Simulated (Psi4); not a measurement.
A run for Psi4: SAPT0/jun-cc-pV(D+d)Z on C3H10O2 (a complex), monomers drawn apart or pushed together.

```
memory 2025 MB

molecule dimer {
0 1
C     0.13632074   -0.07180237   -0.24360279
O     0.37616137    0.91958617    0.73599155
H     0.78906321   -0.94520369   -0.12156709
H     0.34250758    0.37162305   -1.21820739
H    -0.90467890   -0.41821696   -0.23988016
H     0.20181930    0.53538961    1.61094881
--
0 1
C    -1.09838526    0.49951149    4.30472169
O    -0.06884853   -0.17252045    3.60116334
C     1.16016642   -0.19102460    4.30580570
H    -0.82650018    1.54279022    4.50179297
H    -1.30958219    0.00071050    5.25734922
H    -1.98829386    0.47307547    3.67898479
H     1.51710693    0.82598640    4.50414996
H     1.88409559   -0.70846052    3.67950414
H     1.05590709   -0.72412478    5.25750136
units angstrom
symmetry c1
no_reorient
no_com
}

set {
  basis jun-cc-pV(D+d)Z
  scf_type df
  freeze_core true
}

energy('sapt0')
```

Program output:

```
[...]
==> Input File <==

--------------------------------------------------------------------------
memory 2025 MB

molecule dimer {
0 1
C     0.13632074   -0.07180237   -0.24360279
O     0.37616137    0.91958617    0.73599155
H     0.78906321   -0.94520369   -0.12156709
H     0.34250758    0.37162305   -1.21820739
H    -0.90467890   -0.41821696   -0.23988016
H     0.20181930    0.53538961    1.61094881
--
0 1
C    -1.09838526    0.49951149    4.30472169
O    -0.06884853   -0.17252045    3.60116334
C     1.16016642   -0.19102460    4.30580570
H    -0.82650018    1.54279022    4.50179297
H    -1.30958219    0.00071050    5.25734922
H    -1.98829386    0.47307547    3.67898479
H     1.51710693    0.82598640    4.50414996
H     1.88409559   -0.70846052    3.67950414
H     1.05590709   -0.72412478    5.25750136
units angstrom
symmetry c1
no_reorient
no_com
}

set {
  basis jun-cc-pV(D+d)Z
  scf_type df
  freeze_core true
}

energy('sapt0')
--------------------------------------------------------------------------


   => Loading Basis Set <=

    Name: JUN-CC-PV(D+D)Z
    Role: ORBITAL
    Keyword: BASIS
    atoms 1, 7, 9    entry C          line   188 file jun-cc-pv_dpd_z.gbs
    atoms 2, 8       entry O          line   256 file jun-cc-pv_dpd_z.gbs
    atoms 3-6, 10-15 entry H          line    60 file jun-cc-pv_dpd_z.gbs

   => Loading Basis Set <=

    Name: JUN-CC-PV(D+D)Z
    Role: ORBITAL
    Keyword: BASIS
    atoms 1, 7, 9    entry C          line   188 file jun-cc-pv_dpd_z.gbs
    atoms 2, 8       entry O          line   256 file jun-cc-pv_dpd_z.gbs
    atoms 3-6, 10-15 entry H          line    60 file jun-cc-pv_dpd_z.gbs


  //>>>>>>>>>>>>>>>>>>>>>>>>>>>>>>>>>>>//
  //              Dimer HF             //
  //<<<<<<<<<<<<<<<<<<<<<<<<<<<<<<<<<<<//

   => Libint2 <=

    Primary   basis highest AM E, G, H:  7, 6, 3
    Auxiliary basis highest AM E, G, H:  7, 7, 4
    Onebody   basis highest AM E, G, H:  -, -, -
    Solid Harmonics ordering:            Gaussian


   => Loading Basis Set <=

    Name: JUN-CC-PV(D+D)Z
    Role: ORBITAL
    Keyword: BASIS
    atoms 1, 7, 9    entry C          line   188 file jun-cc-pv_dpd_z.gbs
    atoms 2, 8       entry O          line   256 file jun-cc-pv_dpd_z.gbs
    atoms 3-6, 10-15 entry H          line    60 file jun-cc-pv_dpd_z.gbs


         ---------------------------------------------------------
                                   SCF
               by Justin Turney, Rob Parrish, Andy Simmonett
                          and Daniel G. A. Smith
                              RHF Reference
                        1 Threads,   1931 MiB Core
         ---------------------------------------------------------

  ==> Geometry <==

    Molecular point group: c1
    Full point group: C1

    Geometry (in Angstrom), charge = 0, multiplicity = 1:

       Center              X                  Y                   Z               Mass
    ------------   -----------------  -----------------  -----------------  -----------------
         C            0.136320740000    -0.071802370000    -0.243602790000    12.000000000000
         O            0.376161370000     0.919586170000     0.735991550000    15.994914619570
         H            0.789063210000    -0.945203690000    -0.121567090000     1.007825032230
         H            0.342507580000     0.371623050000    -1.218207390000     1.007825032230
         H           -0.904678900000    -0.418216960000    -0.239880160000     1.007825032230
         H            0.201819300000     0.535389610000     1.610948810000     1.007825032230
         C           -1.098385260000     0.499511490000     4.304721690000    12.000000000000
         O           -0.068848530000    -0.172520450000     3.601163340000    15.994914619570
         C            1.160166420000    -0.191024600000     4.305805700000    12.000000000000
         H           -0.826500180000     1.542790220000     4.501792970000     1.007825032230
         H           -1.309582190000     0.000710500000     5.257349220000     1.007825032230
         H           -1.988293860000     0.473075470000     3.678984790000     1.007825032230
         H            1.517106930000     0.825986400000     4.504149960000     1.007825032230
         H            1.884095590000    -0.708460520000     3.679504140000     1.007825032230
         H            1.055907090000    -0.724124780000     5.257501360000     1.007825032230

  Running in c1 symmetry.

  Rotational constants: A =      0.23806  B =      0.02078  C =      0.02006 [cm^-1]
  Rotational constants: A =   7136.89873  B =    622.93303  C =    601.31745 [MHz]
  Nuclear repulsion =  186.418569141553917

  Charge       = 0
  Multiplicity = 1
  Electrons    = 44
  Nalpha       = 22
  Nbeta        = 22

  ==> Algorithm <==

  SCF Algorithm Type is DF.
  DIIS enabled.
  MOM disabled.
  Fractional occupation disabled.
  Guess Type is SAD.
  Energy threshold   = 1.00e-08
  Density threshold  = 1.00e-08
  Integral threshold = 1.00e-12

  ==> P
[...]
13 ]
    NA   [    13 ]
    NB   [    13 ]

  @DF-RHF Final Energy:  -154.08164519963057

   => Energetics <=

    Nuclear Repulsion Energy =             83.6808390639271238
    One-Electron Energy =                -375.0057032791028746
    Two-Electron Energy =                 137.2432190155451792
    Total Energy =                       -154.0816451996305716

Computation Completed


Properties will be evaluated at   0.000000,   0.000000,   0.000000 [a0]

Properties computed using the SCF density matrix


 Multipole Moments:

 ------------------------------------------------------------------------------------
     Multipole            Electronic (a.u.)      Nuclear  (a.u.)        Total (a.u.)
 ------------------------------------------------------------------------------------

 L = 1.  Multiply by 2.5417464519 to convert [e a0] to [Debye]
 Dipole X            :         -0.2058976            0.2884329            0.0825352
 Dipole Y            :         -3.2863482            3.5540741            0.2677259
 Dipole Z            :       -202.2959272          202.8654132            0.5694860
 Magnitude           :                                                    0.6346681

 ------------------------------------------------------------------------------------

  Constructing Basis Sets for SAPT...

   => Loading Basis Set <=

    Name: (JUN-CC-PV(D+D)Z AUX)
    Role: RIFIT
    Keyword: DF_BASIS_SAPT
    atoms 1, 7, 9    entry C          line   100 file jun-cc-pvdz-ri.gbs
    atoms 2, 8       entry O          line   188 file jun-cc-pvdz-ri.gbs
    atoms 3-6, 10-15 entry H          line    30 file jun-cc-pvdz-ri.gbs

   => Loading Basis Set <=

    Name: (JUN-CC-PV(D+D)Z AUX)
    Role: JKFIT
    Keyword: DF_BASIS_ELST
    atoms 1, 7, 9    entry C          line   146 file jun-cc-pvdz-jkfit.gbs
    atoms 2, 8       entry O          line   258 file jun-cc-pvdz-jkfit.gbs
    atoms 3-6, 10-15 entry H          line    70 file jun-cc-pvdz-jkfit.gbs


  //>>>>>>>>>>>>>>>>>>>>>>>>>>>>>>>>>>>//
  //               SAPT0               //
  //<<<<<<<<<<<<<<<<<<<<<<<<<<<<<<<<<<<//



        SAPT0
    Ed Hohenstein
     6 June 2009

      Orbital Information
  --------------------------
    NSO        =       140
    NMO        =       140
    NRI        =       465
    NRI (Elst) =       625
    NOCC A     =         9
    NOCC B     =        13
    FOCC A     =         2
    FOCC B     =         3
    NVIR A     =       131
    NVIR B     =       127

    Elst10,r            =    -0.010418899275 [Eh]
    Exch10              =     0.006029653503 [Eh]
    Exch10 (S^2)        =     0.006004965454 [Eh]

    Maxiter = 50
    CPHF R converge = 1.000000E-08

    Iter     Energy [mEh]          dE [mEh]         Residual      Time [s]
       1      -0.83038391       0.830383912     4.531025e-03             0
       2      -0.94754280       0.117158893     1.713237e-03             0
       3      -0.96755401       0.020011208     5.353525e-04             0
       4      -0.96534757      -0.002206442     1.607389e-04             0
       5      -0.96334186      -0.002005713     2.486778e-05             0
       6      -0.96356180       0.000219941     8.260975e-06             0
       7      -0.96362007       0.000058272     1.790095e-06             0
       8      -0.96360034      -0.000019732     3.326821e-07             0
       9      -0.96360252       0.000002185     5.280372e-08             0
      10      -0.96360232      -0.000000204     1.186198e-08             0
      11      -0.96360234       0.000000020     2.667570e-09             0

    CHF Iterations converged

    Maxiter = 50
    CPHF R converge = 1.000000E-08

    Iter     Energy [mEh]          dE [mEh]         Residual      Time [s]
       1      -1.45217577       1.452175770     7.626678e-03             0
       2      -1.81614028       0.363964515     3.880826e-03             0
       3      -1.89225742       0.076117139     8.782866e-04             0
       4      -1.88403245      -0.008224971     2.268954e-04             0
       5      -1.88146536      -0.002567089     4.379997e-05             0
       6      -1.88200992       0.000544553     1.160381e-05             0
       7      -1.88205832       0.000048404     3.299274e-06             0
       8      -1.88202642      -0.000031901     6.221467e-07             0
       9      -1.88202722       0.000000795     1.603834e-07             0
      10      -1.88202790       0.000000688     4.596614e-08             0
      11      -1.88202792       0.000000019     9.602350e-09             0

    CHF Iterations converged

    Ind20,r (A<-B)      =    -0.000963602339 [Eh]
    Ind20,r (B<-A)      =    -0.001882027922 [Eh]
    Ind20,r             =    -0.002845630261 [Eh]
    Exch-Ind20,r (A<-B) =     0.000533585888 [Eh]
    Exch-Ind20,r (B<-A) =     0.000885994738 [Eh]
    Exch-Ind20,r        =     0.001419580626 [Eh]
    Disp20              =    -0.002813626254 [Eh]
    Disp20 (SS)         =    -0.001406813127 [Eh]
    Disp20 (OS)         =    -0.001406813127 [Eh]
    Exch-Disp20         =     0.000390222456 [Eh]
    Exch-Disp20 (SS)    =     0.000223236352 [Eh]
    Exch-Disp20 (OS)    =     0.000166986104 [Eh]

    SAPT Results
  --------------------------------------------------------------------------------------------------------
    Electrostatics                -10.41889927 [mEh]      -6.53795800 [kcal/mol]     -27.35481628 [kJ/mol]
      Elst10,r                    -10.41889927 [mEh]      -6.53795800 [kcal/mol]     -27.35481628 [kJ/mol]

    Exchange                        6.02965350 [mEh]       3.78366470 [kcal/mol]      15.83085309 [kJ/mol]
      Exch10                        6.02965350 [mEh]       3.78366470 [kcal/mol]      15.83085309 [kJ/mol]
      Exch10(S^2)                   6.00496545 [mEh]       3.76817271 [kcal/mol]      15.76603463 [kJ/mol]

    Induction                      -2.25421348 [mEh]      -1.41454031 [kcal/mol]      -5.91843668 [kJ/mol]
      Ind20,r                      -2.84563026 [mEh]      -1.78565995 [kcal/mol]      -7.47120122 [kJ/mol]
      Exch-Ind20,r                  1.41958063 [mEh]       0.89080029 [kcal/mol]       3.72710842 [kJ/mol]
      delta HF,r (2)               -0.82816384 [mEh]      -0.51968066 [kcal/mol]      -2.17434388 [kJ/mol]

    Dispersion                     -2.42340380 [mEh]      -1.52070884 [kcal/mol]      -6.36264579 [kJ/mol]
      Disp20                       -2.81362625 [mEh]      -1.76557713 [kcal/mol]      -7.38717471 [kJ/mol]
      Exch-Disp20                   0.39022246 [mEh]       0.24486829 [kcal/mol]       1.02452892 [kJ/mol]
      Disp20 (SS)                  -1.40681313 [mEh]      -0.88278856 [kcal/mol]      -3.69358736 [kJ/mol]
      Disp20 (OS)                  -1.40681313 [mEh]      -0.88278856 [kcal/mol]      -3.69358736 [kJ/mol]
      Exch-Disp20 (SS)              0.22323635 [mEh]       0.14008293 [kcal/mol]       0.58610696 [kJ/mol]
      Exch-Disp20 (OS)              0.16698610 [mEh]       0.10478536 [kcal/mol]       0.43842196 [kJ/mol]

  Total HF                         -6.64345925 [mEh]      -4.16883362 [kcal/mol]     -17.44239986 [kJ/mol]
  Total SAPT0                      -9.06686305 [mEh]      -5.68954246 [kcal/mol]     -23.80504566 [kJ/mol]

  Special recipe for scaled SAPT0 (see Manual):
    Electrostatics sSAPT0         -10.41889927 [mEh]      -6.53795800 [kcal/mol]     -27.35481628 [kJ/mol]
    Exchange sSAPT0                 6.02965350 [mEh]       3.78366470 [kcal/mol]      15.83085309 [kJ/mol]
    Induction sSAPT0               -2.23663255 [mEh]      -1.40350811 [kcal/mol]      -5.87227795 [kJ/mol]
    Dispersion sSAPT0              -2.41857105 [mEh]      -1.51767625 [kcal/mol]      -6.34995742 [kJ/mol]
  Total sSAPT0                     -9.04444937 [mEh]      -5.67547767 [kcal/mol]     -23.74619856 [kJ/mol]
  --------------------------------------------------------------------------------------------------------



*** Psi4 exiting successfully. Buy a developer a beer!
```

The run finished.

Cost: very roughly 6 core-seconds.
